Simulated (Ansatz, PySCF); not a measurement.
Reaction (SMILES): COB(O)O [methoxyboronic acid] -> O[B]O + C[O] (the B-O bond at the site shown breaks; other sites are not compared here)
Geometries: B3LYP-D3(BJ)/def2-TZVP minima from Ansatz (an electronic-structure program), one conformer each, not searched for the lowest.
Geometry of the first species:
```xyz
10

C      1.5112    -0.2567     1.1330
O      0.8895     0.3703     0.0153
B     -0.4006     0.0815    -0.3171
O     -0.9788     0.6980    -1.3984
O     -1.1250    -0.8187     0.4185
H      0.9774    -0.0274     2.0570
H      2.5273     0.1286     1.1975
H      1.5420    -1.3404     1.0063
H     -0.3778     1.3077    -1.8373
H     -2.0185    -0.9328     0.0809
```
Charge 0, spin multiplicity 1.

Property: bond dissociation energy (enthalpy at 298 K, with B3LYP-D3(BJ) rigid-rotor harmonic-oscillator terms from PySCF), in kJ/mol. Valence correlation only, unless marked. Open shells are spin-unrestricted. Spin-orbit coupling is left out. Non-relativistic. CBS(X,Y): correlation extrapolated as X^-3; Hartree-Fock from the larger set. [CCSD(T)-MP2]/basis is that difference in the basis named.

RI-MP2/CBS(aug-cc-pVTZ,aug-cc-pVQZ)+[CCSD(T)-MP2]/aug-cc-pVTZ (Ansatz) gives 590.2 kJ/mol.

Problem. Another calculation gave 574.8 kJ/mol. Which level was it?
A) wB97X-V/def2-TZVPD (Ansatz)
B) revPBE/def2-TZVPD (Ansatz)
C) B97M-V/def2-TZVPD (Ansatz)
D) PBE/def2-TZVPD (Ansatz)

Solution. A, wB97X-V/def2-TZVPD (Ansatz). The others give 538.2 (PBE), 563.2 (B97M-V), 510.1 (revPBE) kJ/mol.
